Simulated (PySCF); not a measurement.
**O⁺: ionisation energy**

O⁺ [He] 2s2 2p3 (4S) → O²⁺ [He] 2s2 2p2 (3P), as a difference of total energies. Calculation: PySCF 2.14, in 6-31G* (3s2p1d, 14 functions); the non-relativistic Hamiltonian (point nucleus). Correlated levels: valence: 1s2 frozen. The calculations carry no spin-orbit coupling.

```csv
method,ionisation energy (eV),error (eV)
UHF,34.661,-0.460
MN15,35.361,+0.240
r2SCAN,35.603,+0.482
MP2 (valence),35.033,-0.088
SCS-MP2 (valence),34.860,-0.261
CCSD (valence),34.851,-0.270
CCSD(T) (valence),34.853,-0.268
```

Reference: 35.121 eV (measured; NIST Atomic Spectra Database, ionization energies).

Errors of the correlated levels include the incompleteness of this basis and the frozen core.
